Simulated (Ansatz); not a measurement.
Frontier orbitals of `C[O][Mg][Cl]`.

```xyz
7

C    -1.1922   -0.2354   -0.1735
O     0.1469    0.0254    0.0201
Mg    1.8448    0.3632    0.2680
Cl    3.9575    0.7833    0.5764
H    -1.4044   -0.5114   -1.2157
H    -1.5390   -1.0639    0.4597
H    -1.8137    0.6388    0.0649
```

Charge 0, multiplicity 1. Correlated methods include outer-core shells of Mg, which these sets cover unevenly. The geometry is a stationary point of PBE0-D4/def2-TZVP. It is one conformer, not always the lowest. Basis def2-TZVPP, Ansatz 0.2.0.

```tsv
functional	HOMO (eV)	LUMO (eV)
B97M-V	-6.32	-2.09
```

Problem. Give HOMO and LUMO (eV) with LDA (SPW92), PBE, revPBE, BLYP, r2SCAN, PBE0, B3LYP, r2SCANh, r2SCAN0, HSE06 (plane-wave form), BHLYP, CAM-B3LYP, LC-ωPBE, ωB97X-V, ωB97M-V, HF. (An estimate is asked.)

Solution. Computed: 
| functional | HOMO | LUMO |
| --- | --- | --- |
| LDA (SPW92) | -6.11 | -2.38 |
| PBE | -5.95 | -2.15 |
| revPBE | -5.87 | -2.01 |
| BLYP | -5.88 | -2.14 |
| r2SCAN | -6.23 | -1.64 |
| PBE0 | -7.44 | -1.40 |
| B3LYP | -7.23 | -1.71 |
| r2SCANh | -6.80 | -1.43 |
| r2SCAN0 | -7.66 | -1.11 |
| HSE06 (plane-wave form) | -7.04 | -1.76 |
| BHLYP | -8.93 | -0.84 |
| CAM-B3LYP | -8.95 | -0.68 |
| LC-ωPBE | -10.29 | 0.50 |
| ωB97X-V | -9.96 | 0.30 |
| ωB97M-V | -9.89 | -0.08 |
| HF | -11.29 | 0.84 |

B3LYP here is the variant with VWN-RPA as its local correlation; programs differ in this. LC-ωPBE has ω = 0.4 bohr⁻¹.
